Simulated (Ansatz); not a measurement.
The same path of BH9OSi2 (13 atoms, charge 0, multiplicity 1) was run twice with different band settings. Lost on the way: B1–Si2, H5–O6. Made: Si2–H5.

Theory: Ansatz, RKS PBE0/def2-SVP.

Relaxed end points:

```xyz
13
Properties=species:S:1:pos:R:3
B -0.656 -0.316 0.407
Si 0.368 -1.902 1.135
H -1.208 -0.531 -0.666
H -1.404 0.216 1.213
H 0.830 1.304 0.724
O 0.425 0.843 -0.020
Si -0.028 1.692 -1.458
H 1.278 -1.523 2.278
H -0.550 -2.961 1.674
H 1.266 -2.581 0.137
H -1.414 2.199 -1.314
H 0.948 2.817 -1.532
H 0.145 0.744 -2.579
```

```xyz
13
Properties=species:S:1:pos:R:3
B -1.801 0.208 0.092
Si 1.311 -1.744 1.247
H -1.494 -0.813 -0.499
H -2.613 0.204 0.991
H 1.442 -0.328 0.791
O -1.242 1.384 -0.253
Si -0.094 1.825 -1.402
H 2.459 -2.075 2.143
H 0.032 -1.903 2.000
H 1.321 -2.649 0.060
H -0.700 2.883 -2.257
H 1.093 2.365 -0.684
H 0.286 0.641 -2.229
```

Common settings: spring 5.0 eV/Å²; optimiser quadratic models (default); start path through a guess of the saddle point; force threshold 0.05 eV/Å; iteration limit 60; end points relaxed.

| run | movable images | climbing image |
| --- | --- | --- |
| 1 | 5 | yes |
| 2 | 8 | no |

**Question.** What does each run give, and how far can it be trusted?

**Answer.** Run 1: converged after 27 iterations, highest image 0.973 eV above the first end. Neighbouring images differ by up to 1.8 eV, so the band resolves the path poorly. A vibrational analysis at the climbing image gives one clearly imaginary mode, 1350i cm⁻¹: a first-order saddle point.
Run 2: converged after 25 iterations, highest image 0.078 eV above the first end. Beside the main top the profile has a ripple of under 15 meV (maxima at images 2, 7), which may be a very shallow well or noise. No image climbed, so the highest image needn't sit at the top of the path.
The orbitals stay closed-shell, which can raise the energy where a bond breaks towards radicals; this wasn't checked here.
